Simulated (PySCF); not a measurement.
B3LYP has the VWN-RPA correlation part, as in Gaussian. 

```xyz
11

C     -1.1960    -0.6437     0.2391
B      0.1807     0.0982    -0.0181
N      1.3847    -0.6496    -0.0761
N      0.1983     1.5026    -0.2163
H     -1.6498    -0.9419    -0.7116
H     -1.9233    -0.0095     0.7519
H     -1.0770    -1.5533     0.8326
H      1.4039    -1.6435     0.0626
H      2.2891    -0.2547    -0.2680
H      1.0260     2.0367    -0.4175
H     -0.6366     2.0586    -0.1785
```

Charge 0, multiplicity 1.

Q: Give the Mulliken and meta-Löwdin atomic charges from B3LYP-D3(BJ)/def2-TZVP (PySCF).

A: 
| atom | Mulliken (e) | meta-Löwdin (e) |
|---|---|---|
| C1 | -0.44 | -0.46 |
| B2 | 0.32 | 0.22 |
| N3 | -0.52 | -0.51 |
| N4 | -0.52 | -0.51 |
| H5 | 0.12 | 0.12 |
| H6 | 0.10 | 0.11 |
| H7 | 0.10 | 0.11 |
| H8 | 0.22 | 0.23 |
| H9 | 0.20 | 0.22 |
| H10 | 0.20 | 0.22 |
| H11 | 0.22 | 0.23 |
